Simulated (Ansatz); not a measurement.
```yaml
crystal:
  periodic: [false, false, false]
  atoms:
    - {symbol: C, position_ang: [0.273607, -1.264898, 0.977748]}
    - {symbol: O, position_ang: [0.051404, -0.177822, 0.132684]}
    - {symbol: Ti, position_ang: [-0.235760, 1.172555, -0.917688]}
    - {symbol: F, position_ang: [-1.317578, 0.684270, -2.212644]}
    - {symbol: F, position_ang: [1.289138, 1.716554, -1.599256]}
    - {symbol: F, position_ang: [-0.969287, 2.478981, -0.000697]}
    - {symbol: H, position_ang: [-0.092865, -1.032690, 1.980790]}
    - {symbol: H, position_ang: [-0.253955, -2.142400, 0.595662]}
    - {symbol: H, position_ang: [1.343797, -1.480849, 1.026300]}
basis:
  gaussian: {orbitals: 6-31G, point_charges: [{charge: 2.00, position_ang: [4.608, -0.720, 0.503]}]}
total_charge: 1
magnetization: {spin_polarized: true, initial_magnetization: 1}
hamiltonian: {xc: {name: RPBE}, pseudopotentials: {relativity: none}}
scf: {lower_state_search: full}
multiplicity: 3
```

```sh
$ ansatz run in.yaml --threads 4 --pin off --events-out ev --progress --plain --max-ram 11315MiB
```

It prints (some lines left out):

```
Error: YAML parse error: error: line 19 column 1: unknown field `multiplicity`, expected one of crystal, accuracy, basis, kpoints, hamiltonian, magnetization, projection, total_charge, correlation, batch, efield, external_charges, scf, relax, neb, saddle, md, ramp, phonons, dielectric, real_time, elastic, magnetic_configurations, gw, evaluate, workflow, output, checkpoint, execution
17 | hamiltonian: {xc: {name: RPBE}, pseudopotentials: {relativity: no…
18 | scf: {lower_state_search: full}
19 | multiplicity: 3
```

In this input the input holds a key that doesn't belong there. The program refused the input.
